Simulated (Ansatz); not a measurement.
ClFH3NSSi2, SMILES `N[Si@@H]1S[Si@]1(F)Cl`, relaxed with RKS PBE0-D4/def2-TZVP in Ansatz 0.2.0 from a PBE-D4/def2-SVP geometry. The force threshold is 0.005 eV/Å; the program also tests the step.

Total charge 0; spin multiplicity 1.

Start:

```xyz
9

N     0.437   -1.525   -1.012
Si   -0.361   -0.662    0.246
S    -1.716    1.090   -0.200
Si    0.123    1.454    0.810
F     0.010    2.086    2.312
Cl    1.526    2.617   -0.176
H     1.006   -1.032   -1.704
H     0.007   -2.364   -1.408
H    -1.033   -1.663    1.132
```

By how much does the energy fall, and how many steps does the optimiser take? (Estimate.)

Ansatz gave: 2.18 kcal/mol, in 9 steps.

Which bonds change most? (An estimate is asked.)

Ansatz gave: Si2–S3 from 2.259 to 2.202 Å; Si4–F5 from 1.634 to 1.589 Å; Si4–Cl6 from 2.072 to 2.040 Å; N1–Si2 from 1.722 to 1.694 Å.

Give the relaxed structure. (An estimate is asked.)

The calculation gave: 
```xyz
9

N     0.387   -1.490   -1.038
Si   -0.360   -0.638    0.221
S    -1.660    1.084   -0.215
Si    0.135    1.446    0.824
F    -0.011    2.059    2.283
Cl    1.518    2.611   -0.118
H     0.920   -1.034   -1.760
H     0.075   -2.409   -1.306
H    -1.005   -1.629    1.109
```
